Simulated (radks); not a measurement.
Valence configurations of Rh I (all share [Kr]). Method: Dirac Kohn-Sham, BLYP, spin-unpolarised, spherical densities, finite nucleus; open shells fill j = l - 1/2 first; Fermi nuclear charge, rms radius 4.4945 fm; computed with a radial shooting solver on a logarithmic mesh with Libxc functionals. Energies are relative to 4d8 5s1; eigenvalues in eV.

| valence | E (eV) | e(4d3/2) | e(4d5/2) | e(5p1/2) | e(5p3/2) | e(5s1/2) |
|---|---|---|---|---|---|---|
| 4d9 | -0.616 | -3.774 | -3.414 | - | - | - |
| 4d8.5 5s0.5 | -0.479 | -4.843 | -4.467 | - | - | -3.867 |
| 4d8 5s1 | 0.000 | -6.034 | -5.643 | - | - | -4.313 |
| 4d7.5 5s1.5 | 0.865 | -7.331 | -6.923 | - | - | -4.778 |
| 4d7 5s2 | 2.157 | -8.716 | -8.292 | - | - | -5.257 |
| 4d8 5p1 | 3.531 | -7.603 | -7.206 | -1.718 | - | - |
| 4d7 5s1 5p1 | 6.167 | -10.195 | -9.766 | -2.098 | - | -6.246 |
| 4d6 5s1 5p2 | 15.382 | -14.318 | -13.851 | -3.069 | - | -7.900 |
| 4d4 5s1 5p4 | 44.231 | -23.034 | - | -5.028 | -4.622 | -11.081 |
| 4d3 5s2 5p4 | 57.435 | -26.449 | - | -5.514 | -5.052 | -11.975 |

NIST lists [Kr] 4d8 5s1 as the ground configuration; this level of theory puts 4d9 lower, by 0.616 eV. The energies are those of spherical spin-averaged densities, not of single terms.
